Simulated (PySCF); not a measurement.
**How methods differ on the ionisation energy of Bi**

Bi [Xe] 4f14 5d10 6s2 6p3 (4S) → Bi⁺ [Xe] 4f14 5d10 6s2 6p2 (3P), as a difference of total energies. All numbers are calculated (PySCF 2.14, a scalar-relativistic core potential, in aug-cc-pwCVDZ-PP with ECP60MDF (6s5p4d1f, 48 functions)). Correlated levels: valence: 5s2 5p6 5d10 frozen; valence and next inner shell: nothing frozen outside the core potential. The calculations carry no spin-orbit coupling.

```json
{"method": "UHF", "ionisation energy (eV)": "8.226", "difference from reference (eV)": "+0.940"}
{"method": "LDA", "ionisation energy (eV)": "8.766", "difference from reference (eV)": "+1.480"}
{"method": "PBE", "ionisation energy (eV)": "8.575", "difference from reference (eV)": "+1.289"}
{"method": "PBE0", "ionisation energy (eV)": "8.649", "difference from reference (eV)": "+1.363"}
{"method": "r2SCAN", "ionisation energy (eV)": "8.776", "difference from reference (eV)": "+1.490"}
{"method": "wB97X-V", "ionisation energy (eV)": "8.422", "difference from reference (eV)": "+1.136"}
{"method": "wB97X", "ionisation energy (eV)": "8.323", "difference from reference (eV)": "+1.037"}
{"method": "HSE06", "ionisation energy (eV)": "8.637", "difference from reference (eV)": "+1.351"}
{"method": "MN15", "ionisation energy (eV)": "8.665", "difference from reference (eV)": "+1.379"}
{"method": "MP2 (valence)", "ionisation energy (eV)": "8.501", "difference from reference (eV)": "+1.215"}
{"method": "SCS-MP2 (valence)", "ionisation energy (eV)": "8.401", "difference from reference (eV)": "+1.115"}
{"method": "MP2 (valence and next inner shell)", "ionisation energy (eV)": "8.628", "difference from reference (eV)": "+1.342"}
{"method": "SCS-MP2 (valence and next inner shell)", "ionisation energy (eV)": "8.473", "difference from reference (eV)": "+1.187"}
```

Reference: 7.286 eV (measured; NIST Atomic Spectra Database, ionization energies).

Spin-orbit coupling is strong in these open shells (close to jj coupling). The scalar numbers leave it out and a first-order estimate fails, so it can dominate the gap to the real levels.

Errors of the correlated levels include the incompleteness of this basis and the frozen core.
